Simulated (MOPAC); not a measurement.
A run for MOPAC: PM6 on H2Si2 (SMILES [Si]=[SiH2]), a point of a bond scan (R = 1.632 Å).

```
PM6 1SCF PRECISE CHARGE=0 THREADS=1
H2Si2

Si    -0.95263844 1     0.06887490 1     0.17721402 1
Si     1.20465812 1    -0.08709570 1    -0.22409583 1
H     -1.87400425 1     1.33610281 1    -0.27853111 1
H     -1.73803188 1    -0.96580912 1     0.89344517 1
```

It printed:

```
*******************************************************************************
 **                                                                           **
 **                              MOPAC v23.2.5                                **
 **                                                                           **
 *******************************************************************************
 ** MOPAC's Digital Object Identifier: https://doi.org/10.5281/zenodo.6511958 **
 **                                                                           **
 ** Please cite the open-source release paper for use of this MOPAC version:  **
 ** J. E. Moussa and J. J. P. Stewart (2026)                                  **
 ** MOPAC: An open-source semiempirical molecular orbital program             **
 ** J. Open Source Softw., 11(119), 8025, https://doi.org/10.21105/joss.08025 **
 *******************************************************************************

                              PM6 CALCULATION RESULTS

 *******************************************************************************
 *  PM6        - The PM6 Hamiltonian to be used
 *
 *
 *
 *                 CHARGE ON SYSTEM = 0
 *
 *
 *
 *  PRECISE    - TIGHTER CRITERIA TO BE USED
 *  1SCF       - DO 1 SCF AND THEN STOP
 *  THREADS=1  - MULTI-THREADING NOT USED
 *  T=         - A TIME OF 172800.0 SECONDS REQUESTED
 *  DUMP=N     - RESTART FILE WRITTEN EVERY 7200.0 SECONDS REQUESTED
 *******************************************************************************
PM6 1SCF PRECISE CHARGE=0 THREADS=1
 H2Si2

   ATOM   CHEMICAL          X               Y               Z
  NUMBER   SYMBOL      (ANGSTROMS)     (ANGSTROMS)     (ANGSTROMS)

     1      Si         -0.95263844  *   0.06887490  *   0.17721402  *
     2      Si          1.20465812  *  -0.08709570  *  -0.22409583  *
     3       H         -1.87400425  *   1.33610281  *  -0.27853111  *
     4       H         -1.73803188  *  -0.96580912  *   0.89344517  *



          CARTESIAN COORDINATES

    NO.       ATOM           X           Y           Z

     1        Si         -0.9526      0.0689      0.1772
     2        Si          1.2047     -0.0871     -0.2241
     3         H         -1.8740      1.3361     -0.2785
     4         H         -1.7380     -0.9658      0.8934

 General Reference for PM6:
 "Optimization of Parameters for Semiempirical Methods V: Modification of NDDO Approximations
 and Application to 70 Elements", J. J. P. Stewart, J. Mol. Mod., 13, 1173-1213 (2007)
 URL: https://link.springer.com/article/10.1007/s00894-007-0233-4

           Empirical Formula: H2 Si2  =     4 atoms



      MOLECULAR POINT GROUP   :   C2v


      RHF CALCULATION, NO. OF DOUBLY OCCUPIED LEVELS = 5


 -------------------------------------------------------------------------------
 PM6 1SCF PRECISE CHARGE=0 THREADS=1
 H2Si2



     1SCF WAS SPECIFIED, SO BFGS WAS NOT USED
     SCF FIELD WAS ACHIEVED


                              PM6 CALCULATION
                                                       MOPAC v23.2.5 Linux




          FINAL HEAT OF FORMATION =        113.67931 KCAL/MOL =     475.63422 KJ/MOL


          COSMO AREA              =        111.38 SQUARE ANGSTROMS
          COSMO VOLUME            =        103.34 CUBIC ANGSTROMS

          IONIZATION POTENTIAL    =          7.237705 EV
          HOMO LUMO ENERGIES (EV) =         -7.238 -2.589
          NO. OF FILLED LEVELS    =          5
          MOLECULAR WEIGHT        =         58.1868         POINT GROUP:  C2v

          MOLECULAR DIMENSIONS (Angstroms)

            Atom       Atom       Distance
            H     3   Si     2     3.39214
            H     4   Si     2     2.33734
            H     3   Si     1     0.00000


          SCF CALCULATIONS        =          1





   ATOM   CHEMICAL          X               Y               Z
  NUMBER   SYMBOL      (ANGSTROMS)     (ANGSTROMS)     (ANGSTROMS)

     1      Si         -0.95263844  *   0.06887490  *   0.17721402  *
     2      Si          1.20465812  *  -0.08709570  *  -0.22409583  *
     3       H         -1.87400425  *   1.33610281  *  -0.27853111  *
     4       H         -1.73803188  *  -0.96580912  *   0.89344517  *

                             CARTESIAN COORDINATES

   1   Si       -0.952638440     0.068874900     0.177214020
   2   Si        1.204658120    -0.087095700    -0.224095830
   3    H       -1.874004250     1.336102810    -0.278531110
   4    H       -1.738031880    -0.965809120     0.893445170


           Empirical Formula: H2 Si2  =     4 atoms



      MOLECULAR POINT GROUP   :   C2v


                  EIGENVALUES
 -19.07697 -14.49295 -11.94943  -7.87145  -7.23771  -2.58928  -1.68465  -1.10091
   0.42829   0.83875   1.33070   1.46708   1.83438   2.37362   2.45690   2.72446
   3.24326   3.50203   3.53577   4.30560


              NET ATOMIC CHARGES AND DIPOLE CONTRIBUTIONS

  ATOM NO.   TYPE          CHARGE      No. of ELECS.   s-Pop       p-Pop       d-Pop
    1         Si          -0.022783        4.0228     1.38594     2.38794     0.24890
    2         Si           0.026427        3.9736     1.89166     2.02591     0.05600
    3          H           0.005640        0.9944     0.99436
    4          H          -0.009284        1.0093     1.00928
 DIPOLE           X         Y         Z       TOTAL
 POINT-CHG.     0.284     0.061    -0.095     0.306
 HYBRID        -1.077     0.023     0.229     1.101
 SUM           -0.793     0.084     0.134     0.809


          ATOMIC ORBITAL ELECTRON POPULATIONS

     Atom    s        px        py        pz      x^2-y^2     xz        z^2       yz        xy
    1 Si   1.38594   0.85020   0.79127   0.74647   0.02912   0.06130   0.01772   0.04916   0.09160
    2 Si   1.89166   0.83299   0.26263   0.93029   0.02196   0.02054   0.00594   0.00120   0.00636
    3  H   0.99436
    4  H   1.00928

 **********************
 *                    *
 * JOB ENDED NORMALLY *
 *                    *
 **********************




 == MOPAC DONE ==
```

The run finished.

Cost: roughly 0.03 core-seconds.
